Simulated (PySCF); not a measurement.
# Two-component Hartree-Fock for As (arsenic, neutral)

Start: [Ar] 3d10 4s1 4p3 4d1; 4s1/2 filled at m_j = +1/2; 4p3/2 filled at m_j = -1/2, +1/2, +3/2; 4d5/2 filled at m_j = +5/2. Calculated with PySCF 2.14 in x2c-SVPall-2c with one added diffuse shell each of s, p, d type (6s7p4d, 47 functions): generalised Hartree-Fock with the X2C-1e Hamiltonian and a Gaussian nucleus; one run each with spin-orbit coupling (SO) switched off, then screened by Boettger's factors. This is a chosen level, not necessarily the ground level.

| spinor shell | electrons | ε, spin-free (eV) | ε, screened SO (eV) | weight of nominal j (screened SO) | rms radius, screened SO (bohr) |
| --- | --- | --- | --- | --- | --- |
| 1s1/2 | 2 | -11944.5 | -11944.3 | 1.000 | 0.0525 |
| 2s1/2 | 2 | -1575.6 | -1575.5 | 1.000 | 0.219 |
| 2p1/2 | 2 | -1377.7 | -1402.8 | 1.000 | 0.194 |
| 2p3/2 | 4 | -1377.7 | -1365.6 | 1.000 | 0.197 |
| 3s1/2 | 2 | -229.37 | -229.36 | 1.000 | 0.640 |
| 3p1/2 | 2 | -165.91 | -169.61 | 0.993 | 0.660 |
| 3p3/2 | 4 | -165.91 | -164.10 | 0.997 | 0.670 |
| 3d3/2 | 4 | -60.748 | -61.270 | 0.910 | 0.751 |
| 3d5/2 | 6 | -60.748 | -60.398 | 0.940 | 0.747 |
| 4s1/2 | 1 | -26.924 | -26.923 | 1.000 | 2.06 |
| 4p3/2 | 3 | -13.638 | -13.644 | 0.652 | 2.52 |
| 4d5/2 | 1 | -0.985 | -0.985 | 1.000 | 4.12 |

```json
{"quantity": "E (hartree)", "spin-free": "-2258.12189", "screened SO": "-2258.19899"}
{"quantity": "M_J", "spin-free": "9/2", "screened SO": "9/2"}
{"quantity": "⟨J²⟩", "spin-free": "24.755", "screened SO": "24.756"}
{"quantity": "⟨L²⟩", "spin-free": "6.003", "screened SO": "6.014"}
{"quantity": "⟨S²⟩", "spin-free": "8.752", "screened SO": "8.747"}
```

Each row is a mean over spinors that exchange with the open shell spreads, by up to 1.161 eV (3s1/2).

Rows whose weight is well below 1 are mixtures of j = l ± 1/2: exchange outweighs spin-orbit coupling there, and the label is only the starting occupation.

Without spin-orbit coupling the j labels of p, d and f shells carry no meaning; the spin-free column gives the mean over the occupied spinors of each nl shell.
